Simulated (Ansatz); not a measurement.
`C=[CH][AlH][F]` + `O[Si](O)(O)S` → `C=CS[Si](O)(O)O` + `[F][AlH2]`  (substitution at a C–Al bond)

Calculated with Ansatz (gas phase, PBE0-D4/def2-TZVP geometries, no zero-point term in ΔE). CCSD(T)/CBS adds triple-zeta CCSD(T) − MP2 to the extrapolated MP2 energy (def2 sets, frozen cores). This one scheme is used for every species. Functionals use def2-TZVPP. B3LYP here is the variant with VWN-RPA as its local correlation; programs differ in this. One conformer a species, not always the lowest.

| level | ΔE (kcal/mol) | difference from CCSD(T)/CBS |
| --- | --- | --- |
| PBE-D4 | 10.5 | -2.8 |
| r2SCAN-D4 | 12.1 | -1.2 |
| PBE0-D4 | 11.8 | -1.5 |
| B3LYP-D4 | 11.9 | -1.4 |
| ωB97X-V | 12.8 | -0.5 |
| ωB97M-V | 13.3 | 0.0 |
| B2PLYP | 14.0 | 0.7 |
| PBE | 12.3 | -1.0 |
| r2SCAN | 12.6 | -0.7 |
| PBE0 | 13.3 | 0.0 |
| B3LYP | 14.6 | 1.3 |
| HF/def2-TZVPP | 17.1 | 3.8 |
| MP2/def2-TZVPP | 12.7 | -0.6 |
| SCS-MP2/def2-TZVPP | 13.3 | 0.0 |
| CCSD/def2-TZVPP | 14.6 | 1.3 |
| CCSD(T)/def2-TZVPP | 13.6 | 0.3 |
| HF/def2-QZVPP | 16.9 | 3.6 |
| MP2/def2-QZVPP | 12.5 | -0.8 |
| SCS-MP2/def2-QZVPP | 13.1 | -0.2 |
| HF/CBS(def2) | 16.9 | 3.6 |
| MP2/CBS(def2) | 12.4 | -0.9 |
| CCSD/CBS(def2) | 14.3 | 1.0 |
| CCSD(T)/CBS | 13.3 | 0 |

Largest T1 diagnostic among the species: 0.012.

The D4 term adds −2.7 kcal/mol with B3LYP and −1.5 kcal/mol with PBE0; it sums over pairs of atoms, weighted by their polarisabilities, and B3LYP, whose exchange is more repulsive, gets the larger term. In def2-TZVPP, CCSD(T) changes the Hartree–Fock value by −3.5 kcal/mol (the triples alone add −1.0 kcal/mol) and MP2 by −4.3 kcal/mol. From PBE to PBE0 (25 % exact exchange), in def2-TZVPP and without D4, ΔE moves by +1.1 kcal/mol.
